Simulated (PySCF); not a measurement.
# Computed structure and properties of [HfSF]+

System: [HfSF]+ (singlet); start: template (Cs). Method: PySCF 2.14.0, RKS PBE0, Hf def2-SVP with ECP60, S def2-SVP, F def2-SVP; non-relativistic Hamiltonian with scalar-relativistic core potentials where named; density fitting; no spin-orbit coupling.

Input of the relaxation:

```python
mol = gto.M(atom='''
Hf    -0.13112     0.00000    -0.18354
S      1.82348     0.00000     0.69116
F     -1.82672     0.00000     0.57526''',
    basis={'Hf': 'def2-SVP', 'S': 'def2-SVP', 'F': 'def2-SVP'},
    ecp={'Hf': 'def2-SVP'},
    charge=1, spin=0)
mf = dft.RKS(mol, xc='PBE0')
mf.grids.atom_grid = (50, 194)
mf = mf.density_fit()  # fitting sets: Hf def2-universal-JKFIT, S def2-universal-JKFIT, F def2-universal-JKFIT
mf.conv_tol = 1e-08; mf.max_cycle = 55
mf.kernel(dm0)  # dm0: converged density of the start geometry
# quasi-Newton relaxation in Cartesian coordinates to a largest gradient under 0.00045 Eh/bohr, steps kept in the point group
```

Run from Python with OMP_NUM_THREADS=2; the lines above give its settings. Where DIIS fails, smearing, a level shift and second-order steps follow.
It took 7.4 s on 2 threads of Arm Neoverse V1, with other jobs on the host, from the converged density of the start.

Course of the relaxation:

```
step  energy above end (eV)  largest force component within the symmetry (eV/Å)
   0                 0.5248                                               2.814
   1                 0.2104                                               1.212
   2                 0.0863                                               1.206
   3                 0.0065                                               0.516
   4                 0.0004                                               0.147
   5                 0.0000                                               0.011
   6                 0.0000                                               0.001
```

Relaxed geometry (Cs):

```xyz
3

Hf   -0.1470    0.0000   -0.4559
S     1.5979    0.0000    0.8148
F    -1.5852    0.0000    0.7240
```

```json
{"contact": "Hf1–S2 (S)", "Å": "2.159"}
{"contact": "Hf1–F3 (F)", "Å": "1.860"}
```

On the finer grid (75, 302):

```
HOMO                                                          : -13.05 eV
LUMO                                                          : -9.37 eV
Dipole about the centre of mass                               : 5.76 D
Set of Mulliken populations of Hf1 outside the core potential : s 2.35, p 6.16, d 2.10, f 0.11
D3(BJ) dispersion energy (not in the energies)                : -0.059 eV
```

| atom | Mulliken (e) | Löwdin (e) | spin (e) |
| --- | --- | --- | --- |
| Hf1 | 1.28 | 0.69 | 0.00 |
| S2 | -0.04 | 0.36 | 0.00 |
| F3 | -0.25 | -0.04 | 0.00 |

On the grid (50, 194), as all that follows. Harmonic modes: a minimum; lowest 203 cm⁻¹ (negative: unstable), highest 725 cm⁻¹, zero-point energy 0.092 eV.

Rigid scan of S along the line from its metal:

(distance to S2 (Å), energy (eV)): (1.86, 2.118), (1.96, 0.812), (2.06, 0.176), (2.16, 0.000), (2.26, 0.134), (2.36, 0.468), (2.46, 0.924), (2.61, 1.723)

Taking off one F (charge -1, singlet; the rest: singlet) in vacuum, both parts rigid, costs 18.55 eV; the small basis without counterpoise inflates it. Most of it is the attraction of opposite charges; other ways to part are cheaper, and one spin state was tried for the rest.

Rigid scan of F along the line from its metal:

| distance to F3 (Å) | energy (eV) |
| --- | --- |
| 1.56 | 2.507 |
| 1.66 | 0.934 |
| 1.76 | 0.197 |
| 1.86 | 0.000 |
| 1.96 | 0.141 |
| 2.06 | 0.487 |
| 2.26 | 1.469 |
| 2.56 | 3.079 |
| 2.96 | 4.891 |
| 3.46 | 6.403 |

One start shape was tried, so this needn't be the lowest isomer.
